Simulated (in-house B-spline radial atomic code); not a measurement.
Removing one electron from O4+

Closed shell [He] 2s2. Computed with a B-spline radial code for spherical atoms: Koopmans values of Dirac-Hartree-Fock plus a diagonal self-energy, in second order or with its direct term screened (direct RPA, with the hole-particle interaction, or full time-dependent Hartree-Fock), linearised in energy; no-pair Dirac-Coulomb Hamiltonian, finite nucleus. Shifts add to the Koopmans value (the ΔSCF shift is orbital relaxation alone); the final value takes TDHF screening with Breit and QED.

Command:
```bash
python run_mb.py task.json out
```
Settings (nuclear radius in fm, box in bohr, cutoff in hartree):
```
basis_form          2
Z                   8
core_configuration  [He] 2s2
rms_radius          2.6991
mass_number         16
speed_of_light      137.036
box_radius          12.128
lmax                7
intervals           65
virtual_cutoff      600.0
```

Cost of the run: 1.1 s on 1 thread of Arm Neoverse V2 (shared host).

Energies in eV:

```tsv
subshell	Koopmans	ΔSCF shift	second order	direct RPA	hole-particle	TDHF	Breit + QED	final
2s1/2	111.41	-0.301	?	?	?	?	?	?
```

(1) What does the self-energy do to 2s1/2?

Answers

(1) It shifts the removal energy by 1.474 eV in second order, 0.653 with direct RPA, 0.637 with the hole-particle term and 1.300 with TDHF screening (quasi-particle weight 0.967); Breit and QED add -0.015 eV. The final value is 112.70 eV, against 113.899 eV (NIST, measured). The mixing of s² with p² in the ground state is caught to low order only, which falls short in light ions.
